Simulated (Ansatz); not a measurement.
Frontier orbitals of `B[Si](O)(F)Cl`.

The species carries charge 0 and has multiplicity 1. Geometry: relaxed with PBE0-D4/def2-TZVP. It is one conformer, not always the lowest. Basis def2-TZVPP, the Gaussian-basis code of Ansatz.

| functional | HOMO (eV) | LUMO (eV) | gap (eV) |
| --- | --- | --- | --- |
| PBE | -7.53 | -3.84 | 3.69 |
| revPBE | -7.48 | -3.71 | 3.77 |
| BLYP | -7.42 | -3.65 | 3.77 |
| B97M-V | -7.91 | -3.62 | 4.29 |
| PBE0 | -8.84 | -2.84 | 6.00 |
| B3LYP | -8.63 | -3.03 | 5.60 |
| BHLYP | -10.07 | -1.74 | 8.33 |
| CAM-B3LYP | -10.22 | -1.69 | 8.53 |
| LC-ωPBE | -11.56 | -0.46 | 11.10 |
| ωB97X-V | -11.21 | -0.57 | 10.64 |
| ωB97M-V | -11.00 | -0.83 | 10.17 |

A quarter of exact exchange (PBE0) shifts PBE's HOMO by −1.31 eV and its LUMO by +1.00 eV; full exchange at long range (ωB97M-V) shifts them by −3.47 and +3.01 eV. The gap opens from 3.69 to 10.17 eV, since occupied levels lose self-interaction and empty ones feel all the electrons.

B3LYP here is the variant with VWN-RPA as its local correlation; programs differ in this. LC-ωPBE has ω = 0.4 bohr⁻¹.
